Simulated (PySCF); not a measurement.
Electronic structure of Mg (magnesium, neutral) at the UHF level

Configuration: [Ne] 3s1 4s1, high-spin 3S determinant (an excited configuration). Computed with PySCF 2.14 in dyall-av2z (14s10p4d, 64 functions), with no relativity, point nucleus.

```
Total energy                                     : -199.454343 hartree
One-electron energy                              : -277.3065 hartree
Hartree (Coulomb) energy                         : 93.7751 hartree
Exchange energy                                  : -15.9229 hartree
Kinetic energy                                   : 199.44649 hartree
⟨S²⟩                                             : 2.0001
⟨L²⟩                                             : 0.000
Sum of ⟨r⟩                                       : 17.05 bohr
Sum of ⟨r²⟩                                      : 93.03 bohr²
Density at the nucleus (Gaussians lack the cusp) : 1060 bohr⁻³
Spin density at the nucleus                      : 2.15 bohr⁻³
Langevin diamagnetic susceptibility              : -73.7 ×10⁻⁶ cm³/mol
```

```tsv
shell	electrons	mean orbital energy (eV)	rms radius, mean of both spins (bohr)
1s α	1	-1339.4	0.152
1s β	1	-1339.1	0.152
2s α	1	-107.63	0.756
2s β	1	-107.11	0.756
2p α	3	-67.110	0.772
2p β	3	-66.922	0.772
3s α	1	-11.272	3.03
4s α	1	-2.395	8.89
```

The outer electron is Rydberg-like, and this basis confines it to a smaller radius and binds it less than a complete one would.
